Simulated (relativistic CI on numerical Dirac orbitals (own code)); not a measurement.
Crystal-field levels of Hf²⁺, 5d2

Calculated by Dirac-Coulomb-Breit CI, orbitals from a KLI potential per configuration, a model potential for QED, valence Slater integrals scaled by 0.8, one configuration in a parametric crystal field (own radial code).

Field parameters in Wybourne normalisation: Oh B⁴₀ = 21Dq, B⁴₄ = √(5/14) B⁴₀. The field is a parameter set, without covalency.

S and J are read from ⟨S²⟩ = S(S + 1) and ⟨J²⟩ = J(J + 1) of each level; they are not fictitious spins.

Oh, 10Dq = 5500 cm⁻¹, the lowest 16 levels:

```csv
E (cm⁻¹),Degeneracy,Irrep,S,J
0.0,2,E,0.98,2.29
351,3,T2,0.98,2.54
2255,3,T1,1.00,3.34
3296,1,A1,0.99,3.84
5526,3,T2,0.92,3.00
5933,1,A2,1.00,3.00
7064,3,T1,0.99,3.61
7333,2,E,0.99,3.79
9013,2,E,0.20,2.82
9327,3,T2,0.32,2.59
11977,1,A1,0.97,0.91
12075,3,T2,0.90,3.61
12891,3,T1,1.00,1.26
14109,3,T2,0.88,2.66
14327,2,E,0.92,2.36
15935,3,T2,0.36,3.19
```

Oh, 10Dq = 9950 cm⁻¹, the lowest 10 levels:

```
E (cm⁻¹)  Degeneracy  Irrep     S     J
     0.0           2      E  0.99  2.46
     219           3     T2  0.99  2.64
    2018           3     T1  1.00  3.38
    2851           1     A1  0.99  3.75
    7801           3     T2  0.43  3.02
    8752           2      E  0.09  3.05
    9813           1     A2  1.00  3.00
   10806           3     T1  1.00  3.50
   10836           3     T2  0.80  2.91
   10975           2      E  0.99  3.64
```

Oh, 10Dq = 14350 cm⁻¹, the lowest 10 levels:

| E (cm⁻¹) | Degeneracy | Irrep | S | J |
| --- | --- | --- | --- | --- |
| 0.0 | 2 | E | 0.99 | 2.55 |
| 150 | 3 | T2 | 0.99 | 2.68 |
| 1869 | 3 | T1 | 1.00 | 3.38 |
| 2608 | 1 | A1 | 0.99 | 3.70 |
| 8178 | 3 | T2 | 0.13 | 3.07 |
| 8563 | 2 | E | 0.06 | 3.12 |
| 13909 | 1 | A2 | 1.00 | 3.00 |
| 14431 | 3 | T2 | 0.96 | 3.01 |
| 14850 | 3 | T1 | 1.00 | 3.45 |
| 14962 | 2 | E | 1.00 | 3.55 |

Oh, 10Dq = 18800 cm⁻¹, the lowest 10 levels:

```
E (cm⁻¹)  Degeneracy  Irrep     S     J
     0.0           2      E  0.99  2.60
     110           3     T2  0.99  2.69
    1771           3     T1  1.00  3.37
    2454           1     A1  0.99  3.67
    8197           3     T2  0.07  3.12
    8433           2      E  0.05  3.16
   17456           1     A1  0.08  2.97
   18168           1     A2  1.00  3.00
   18573           3     T2  0.99  3.03
   19082           3     T1  1.00  3.43
```

Oh, 10Dq = 23200 cm⁻¹, the lowest 10 levels:

```json
{"E (cm⁻¹)": "0.0", "Degeneracy": "2", "Irrep": "E", "S": "0.99", "J": "2.62"}
{"E (cm⁻¹)": "86.4", "Degeneracy": "3", "Irrep": "T2", "S": "0.99", "J": "2.70"}
{"E (cm⁻¹)": "1703", "Degeneracy": "3", "Irrep": "T1", "S": "1.00", "J": "3.36"}
{"E (cm⁻¹)": "2350", "Degeneracy": "1", "Irrep": "A1", "S": "0.99", "J": "3.64"}
{"E (cm⁻¹)": "8170", "Degeneracy": "3", "Irrep": "T2", "S": "0.05", "J": "3.15"}
{"E (cm⁻¹)": "8341", "Degeneracy": "2", "Irrep": "E", "S": "0.04", "J": "3.18"}
{"E (cm⁻¹)": "17693", "Degeneracy": "1", "Irrep": "A1", "S": "0.05", "J": "2.89"}
{"E (cm⁻¹)": "22441", "Degeneracy": "1", "Irrep": "A2", "S": "1.00", "J": "3.00"}
{"E (cm⁻¹)": "22800", "Degeneracy": "3", "Irrep": "T2", "S": "0.99", "J": "3.05"}
{"E (cm⁻¹)": "23338", "Degeneracy": "3", "Irrep": "T1", "S": "1.00", "J": "3.42"}
```

The free-ion ground term has S = 1. Every field shown keeps that spin.

Levels of this model without a field, named by their leading LS term (the scale mimics covalency, so terms lie below those of the real free ion): 3F_2 0, 3F_3 2220, 3F_4 4531, 1D_2 8550, 3P_0 8821, 3P_1 9788, 3P_2 12198, 1G_4 13046 cm⁻¹.
